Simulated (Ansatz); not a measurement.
`C#[C][GeH]([CH3])[F]` → `C#[C][GeH2][F]` + `[CH2]` (triplet) at 600 K and 1 bar (formal loss of a carbene).

Isolated molecules relaxed with PBE0-D4/def2-TZVP in Ansatz; ΔE leaves out vibrations. CBS: MP2 limit from def2 TZ/QZ plus the TZ coupled-cluster correction, frozen cores. This one scheme is used for every species. Triplets are unrestricted, without spin–orbit coupling. For Ge outer-core shells are correlated without core-valence functions, which leaves a few kJ/mol of doubt a bond. Scalar relativity is left out up to krypton.

```tsv
species	CCSD(T)/CBS energy (Eh)	H − E (kJ/mol)	S (J/(mol·K))
`C#[C][GeH]([CH3])[F]`	-2293.05688	236.1	447.1
`C#[C][GeH2][F]`	-2253.77838	144.8	382.7
`[CH2]` (triplet)	-39.09499	66.5	220.8
```

H − E and S are ideal-gas, rigid-rotor, harmonic terms from PBE0-D4/def2-TZVP, for one conformer and one mirror image of each species, with the whole ground term of open shells counted as degenerate. 1 Eh = 2625.50 kJ/mol, R = 8.31446 J/(mol·K).

Problem. By hand: ΔE, ΔH, ΔS and ΔG.

Solution. ΔE = (-2253.77838) + (-39.09499) − (-2293.05688) = 0.18351 Eh = 481.8 kJ/mol. Δ(H − E) = 144.8 + 66.5 − 236.1 = -24.8, so ΔH = 457.0 kJ/mol. ΔS = 382.7 + 220.8 − 447.1 = 156.4 J/(mol·K). ΔG = 457.0 − 600 × (156.4)/1000 = 363.2 kJ/mol.

Problem. By hand: the equilibrium constant, and the temperature at which ΔG would vanish if ΔH and ΔS stayed fixed.

Solution. log₁₀ K = −ΔG/(RT ln 10) = -31.6. ΔG = 0 at ΔH/ΔS = 2922 K, far beyond where these terms or the molecules hold.

The number of gas molecules changes by +1, which sets the sign of ΔS. A doubt of 5 kJ/mol in ΔE shifts log₁₀ K by 0.4 here. Other conformers and mirror images would add mixing entropy, several J/(mol·K) or more a flexible species. A triplet takes part, so the spin changes. These are equilibria of isolated gas molecules and say nothing of rates. Largest T1 diagnostic: 0.013 (customary marks: 0.02 for closed shells, 0.045 for open ones).
